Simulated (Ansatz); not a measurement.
## Abstraction of Cl: InHCl2 + In(CH3)Cl → InHCl + In(CH3)Cl2

Gas-phase species: InHCl2 `[Cl][InH][Cl]`, singlet; In(CH3)Cl, doublet; InHCl `[Cl][InH]`, doublet; In(CH3)Cl2, singlet. A radical takes Cl: the energy is the difference in strength between two In–Cl bonds in different surroundings.

Shapes, held fixed at every level: PBE0-D4/def2-TZVP. Programs: Ansatz 0.2.0. Electronic energies: no zero-point or thermal term.

```
             level                   kind  ΔE (kJ/mol)  less CCSD(T)/def2-TZVPP
      MP2/def2-SVP    perturbation theory         -7.3                     -6.4
    MP2/def2-TZVPP    perturbation theory         -2.5                     -1.6
       HF/def2-SVP           Hartree–Fock         -4.2                     -3.3
 PBE-D4/def2-TZVPP                    GGA         +0.7                     +1.6
PBE0-D4/def2-TZVPP          global hybrid         -0.6                     +0.3
 B2PLYP/def2-TZVPP          double hybrid         +0.4                     +1.3
CCSD(T)/def2-TZVPP  coupled cluster or CI         -0.9                      0.0
```

The highest level, CCSD(T)/def2-TZVPP, gives ΔE = -0.9 kJ/mol; the levels span -7.3 to +0.7. That is about zero within the method's error. They disagree on the sign: 2 of 7 are positive. The column of differences is taken from that level and isn't an error. No measured value is set beside it here. Spin contamination: In(CH3)Cl (⟨S²⟩ up to 0.78). Open shells run unrestricted. For atoms past krypton def2 sets carry core potentials with scalar relativity. Outer-core shells of In are correlated, in sets that cover them unevenly.
